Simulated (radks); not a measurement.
The numbers below are computed, except where a source is named.
Ionisation of O3+, [He] 2s2 2p1, to O4+, [He] 2s2, under several functionals. Dirac Kohn-Sham, spin-unpolarised, spherical densities, finite nucleus; open shells fill j = l - 1/2 first; a radial shooting solver on a logarithmic mesh with Libxc functionals. The NIST Atomic Spectra Database gives 77.414 eV (measured). Rank these functionals by the error of their Delta-SCF ionisation energy: PW91; B86b exchange with PBE correlation; PBE; AM05; OLYP.

Answer. From best to worst: PW91 77.085 eV (-0.329); B86b exchange with PBE correlation 77.041 eV (-0.373); PBE 76.946 eV (-0.467); OLYP 76.622 eV (-0.792); AM05 76.619 eV (-0.794). Spin polarisation and multiplet splitting are left out, so open shells lie too high by an amount that depends on their filling.

Beside tabulated values, note that spin-unpolarised runs miss the spin-polarisation part of the exchange energy of open shells.
